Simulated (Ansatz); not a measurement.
A structure relaxed at PBE0-D4/def2-TZVP, charge 0, multiplicity 1:

Cartesian coordinates in Å:
```
F -1.600 0.143 -1.856
In -0.184 0.061 -0.540
S -0.787 -0.290 1.706
Br 2.074 0.337 -1.420
H 0.496 -0.251 2.109
```

(1) Give its formula and SMILES.

(2) Point group (tolerance 0.08 Å, 0.16 Å for H)?

(3) Summarise the bond lengths by kind.

## Answers

(1) BrFHInS, `[F][In]([SH])[Br]`.

(2) Cs.

(3) 1 × F–In 1.935 Å; 1 × In–S 2.351 Å; 1 × Br–In 2.439 Å; 1 × H–S 1.345 Å.

Computed with Ansatz.
